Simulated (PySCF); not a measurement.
H7NO2Si2, SMILES N[Si](O)(O)[SiH3]. Heavy atoms are numbered as in [NH2:1][Si:2]([OH:3])([OH:4])[SiH3:5]. Hydrogens are named by the atom that carries them.

Geometry optimised at TPSSh-D3(BJ)/def2-SVP. The structure was generated by enumeration, and PubChem lists no compound with its InChIKey, so it may never have been made. One conformer was computed; it need not be the lowest.

All values below come from PBE/pcSseg-1 (PySCF).

GIAO shieldings, no solvent; atoms alike by connectivity are averaged. δ = σ(ref) − σ: ¹⁵N against NH3 (σ = 267.0 ppm); ²⁹Si against TMS (σ = 335.4 ppm); ¹⁷O against H2O (σ = 334.3 ppm); ¹H against TMS (σ = 31.49 ppm), references at their B3LYP-D3(BJ)/def2-TZVP geometries, non-relativistic.

```csv
nucleus,atoms,count,δ (ppm)
¹⁵N,N1 (NH2),1,50.2
²⁹Si,Si2,1,-17.5
²⁹Si,Si5 (SiH3),1,-123.3
¹⁷O,O3 (OH),2,89.6
¹H,H on Si5,3,3.53
¹H,H on O3,2,2.13
¹H,H on N1,2,0.96
```
